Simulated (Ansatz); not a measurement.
Species: methoxyboronic acid, CH5BO3, net charge 0, singlet state. 
Coordinates optimised at B3LYP-D3(BJ)/def2-TZVP (Ansatz, a program for electronic structure):
SMILES: COB(O)O
```xyz
10

C      1.5112    -0.2567     1.1330
O      0.8895     0.3703     0.0153
B     -0.4006     0.0815    -0.3171
O     -0.9788     0.6980    -1.3984
O     -1.1250    -0.8187     0.4185
H      0.9774    -0.0274     2.0570
H      2.5273     0.1286     1.1975
H      1.5420    -1.3404     1.0063
H     -0.3778     1.3077    -1.8373
H     -2.0185    -0.9328     0.0809
```
Charge 0, spin multiplicity 1.

Quantity: vertical triplet-singlet gap (E(triplet) - E(singlet); each state is the SCF solution reached for its spin), in kcal/mol. Correlated levels leave the core frozen unless marked. UHF or UKS for open shells. Spin-orbit coupling is left out. Non-relativistic. Basis-set limits of correlation are two-point, X^-3; Hartree-Fock from the larger set. The bracket is a focal-point correction in the basis named.

```json
[
 {"level": "BHLYP/def2-TZVPD", "program": "Ansatz", "vertical triplet-singlet gap (kcal/mol)": "175.7", "minus last row": "-4.7"},
 {"level": "CAM-B3LYP/def2-TZVPD", "program": "Ansatz", "vertical triplet-singlet gap (kcal/mol)": "174.4", "minus last row": "-6.0"},
 {"level": "MP2/aug-cc-pVTZ", "program": "Ansatz", "vertical triplet-singlet gap (kcal/mol)": "191.5", "minus last row": "11.1"},
 {"level": "RI-MP2/aug-cc-pVTZ", "program": "Ansatz", "vertical triplet-singlet gap (kcal/mol)": "191.5", "minus last row": "11.1"},
 {"level": "SCS-MP2/aug-cc-pVTZ", "program": "Ansatz", "vertical triplet-singlet gap (kcal/mol)": "191.8", "minus last row": "11.4"},
 {"level": "CCSD(T)/aug-cc-pVDZ", "program": "Ansatz", "vertical triplet-singlet gap (kcal/mol)": "175.1", "minus last row": "-5.3"},
 {"level": "RI-MP2/CBS(aug-cc-pVTZ,aug-cc-pVQZ)+[CCSD(T)-MP2]/aug-cc-pVTZ", "program": "Ansatz", "vertical triplet-singlet gap (kcal/mol)": "180.4", "minus last row": "0.0"}
]
```
